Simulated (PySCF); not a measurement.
Run record: geometry optimisation, `S1B(N)SCC1`.

Method: PBE0-D3(BJ)/def2-SVP geometry optimisation, gas phase (PySCF 2.14.0). Start geometry: GFN2-xTB. The input is one job of a driver script: a line of settings, then coordinates in Å.

Command:
```bash
OMP_NUM_THREADS=1 python probes_run.py task.json out
```

Input:
```
{"job": {"xc": "PBE0", "basis": "def2-SVP", "d3": "d3bj", "grid": 1, "shake": 0.01, "kind": "geom"}, "charge": 0, "multiplicity": 1}
N      2.560550     0.111540     0.240470
B      1.152100     0.056270     0.184510
S      0.222400    -1.469370     0.538660
C     -1.331310    -0.814380    -0.055700
C     -1.455820     0.657580     0.230340
S      0.110370     1.488370    -0.248350
H      3.061430     0.981610     0.057870
H      3.145010    -0.642030     0.448480
H     -1.412900    -1.005660    -1.105780
H     -2.155530    -1.375220     0.463680
H     -2.266700     1.133200    -0.312240
H     -1.589910     0.849820     1.313760
```

Output:
```
step   0  E = -955.09777823  max force = 0.038332
step   1  E = -955.10038200  max force = 0.007467
step   2  E = -955.10116063  max force = 0.001416
step   3  E = -955.10132878  max force = 0.001312
step   4  E = -955.10137898  max force = 0.000936
step   5  E = -955.10140031  max force = 0.000478
step   6  E = -955.10140870  max force = 0.000219
optimisation converged
```

Energies in Eh; «max force» is the largest Cartesian gradient component in Eh/bohr.

Give the first gradient maximum in eV/Å.

With 1 Eh/bohr = 51.422 eV/Å, 1.971 eV/Å.

Summary of the converged run: final energy -955.10141 Eh after 6 steps; dipole 0.42 D.

Where do the atoms end?

0.030 Å rms from the input after alignment:
```
atom  x, y, z in Å
N1     2.5102    0.3316    0.5564
B2     1.1417    0.1488    0.3349
S3     0.3247   -1.4794    0.4488
C4    -1.2395   -0.9019   -0.2963
C5    -1.5050    0.5245    0.1382
S6     0.0112    1.5163   -0.0913
H7     2.9439    1.2435    0.5875
H8     3.1481   -0.4361    0.7137
H9    -1.1531   -0.9662   -1.3922
H10   -2.0437   -1.5788    0.0297
H11   -2.3064    0.9832   -0.4608
H12   -1.7959    0.5642    1.1993
```

On Arm Neoverse V1, one thread, shared host with 32 logical CPUs at a one-minute load of 30, this took 45 s of wall time and 0.52 GiB of memory at its peak.
Labels such as C1 count atoms from 1, the log's own numbers from 0.
